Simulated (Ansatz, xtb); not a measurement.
## Two isomers of C7H5NS

Structure X is `C#Cc1ccc(S)cn1`, a singlet and structure Y is `C#Cc1cnccc1S`, a singlet. Both are isolated molecules in the gas phase, relaxed with B3LYP/def2-SVP; the shapes shown needn't be the lowest conformers.

X (Å):

```json
{"atom": "C", "x (Å)": "-3.4509", "y (Å)": "1.8839", "z (Å)": "-2.2013"}
{"atom": "C", "x (Å)": "-2.4934", "y (Å)": "1.5028", "z (Å)": "-1.5607"}
{"atom": "C", "x (Å)": "-1.3658", "y (Å)": "1.0195", "z (Å)": "-0.8105"}
{"atom": "C", "x (Å)": "-1.0742", "y (Å)": "-0.3586", "z (Å)": "-0.7687"}
{"atom": "C", "x (Å)": "0.0224", "y (Å)": "-0.7986", "z (Å)": "-0.0355"}
{"atom": "C", "x (Å)": "0.8111", "y (Å)": "0.1423", "z (Å)": "0.6448"}
{"atom": "C", "x (Å)": "0.4351", "y (Å)": "1.4968", "z (Å)": "0.5396"}
{"atom": "N", "x (Å)": "-0.6092", "y (Å)": "1.9199", "z (Å)": "-0.1582"}
{"atom": "S", "x (Å)": "2.2097", "y (Å)": "-0.4118", "z (Å)": "1.5809"}
{"atom": "H", "x (Å)": "-4.2955", "y (Å)": "2.2331", "z (Å)": "-2.7649"}
{"atom": "H", "x (Å)": "-1.7061", "y (Å)": "-1.0664", "z (Å)": "-1.3081"}
{"atom": "H", "x (Å)": "0.2641", "y (Å)": "-1.8637", "z (Å)": "0.0085"}
{"atom": "H", "x (Å)": "2.5997", "y (Å)": "0.8102", "z (Å)": "2.0092"}
{"atom": "H", "x (Å)": "1.0223", "y (Å)": "2.2680", "z (Å)": "1.0547"}
```

Y (Å):

```xyz
14

C    -2.9294    2.5742   -0.6615
C    -2.0711    1.7292   -0.4983
C    -1.0702    0.7285   -0.3056
C    -1.4502   -0.6170   -0.0980
C     0.7055   -1.3250    0.0818
C     1.2093   -0.0407   -0.1121
C     0.3181    1.0250   -0.3122
N    -0.6000   -1.6185    0.0904
S     0.9850    2.6395   -0.5548
H    -3.6956    3.3132   -0.8047
H    -2.5189   -0.8601   -0.0906
H     1.3977   -2.1605    0.2386
H     2.2880    0.1317   -0.1078
H    -0.2053    3.2690   -0.6930
```

Task: Estimate E(Y) − E(X) at the level CCSD(T)/def2-SVP + ΔMP2/def2-TZVPP.

Result: Calculated at CCSD(T)/def2-SVP + ΔMP2/def2-TZVPP: E(Y) − E(X) = −14.7 kJ/mol, so structure Y lies lower.

The same difference at several levels:

| level | geometry | E(Y) − E(X) (kJ/mol) | departure from the last row (kJ/mol) | job, with rough time for the two |
| --- | --- | --- | --- | --- |
| GFN2-xTB | GFN2-xTB | −7.4 | +7.3 | optimisation, 0.26 s |
| HF/STO-3G | GFN2-xTB | −3.2 | +11.5 | single point, 0.88 s |
| r2SCAN-D4/def2-SVP | GFN2-xTB | −14.9 | −0.2 | single point, 9.9 s |
| B3LYP/def2-SVP | B3LYP/def2-SVP | −10.8 | +3.9 | optimisation, 85 s |
| HF/def2-SVP | B3LYP/def2-SVP | −11.1 | +3.6 | part of the CCSD(T) run |
| MP2/def2-SVP | B3LYP/def2-SVP | −11.6 | +3.1 | part of the CCSD(T) run |
| CCSD(T)/def2-SVP | B3LYP/def2-SVP | −12.7 | +2.0 | single point |
| CCSD(T)/def2-SVP + ΔMP2/def2-TZVPP | B3LYP/def2-SVP | −14.7 |  | single point, 4 min |

As drawn, both hold the same kinds of bond in the same numbers.

None of the levels shown reverses the order. The largest departure from CCSD(T)/def2-SVP + ΔMP2/def2-TZVPP is that of HF/STO-3G, 11.5 kJ/mol. The last row adds to CCSD(T) the change of the MP2 difference between the two basis sets, here −2.0 kJ/mol.

With thermal terms from frequencies at re-optimised GFN2-xTB minima (ideal gas, soft modes damped towards free rotors, one conformer each, 298.15 K, 1 atm): on the last row, ΔE + ΔZPE = −14.4, ΔH = −14.6, ΔG = −14.1 kJ/mol.

The correlated steps freeze 13 core orbitals. Run with Ansatz 0.2.0, xtb 6.7.1; the last row on 2 threads of Arm Neoverse V1 on a shared host.
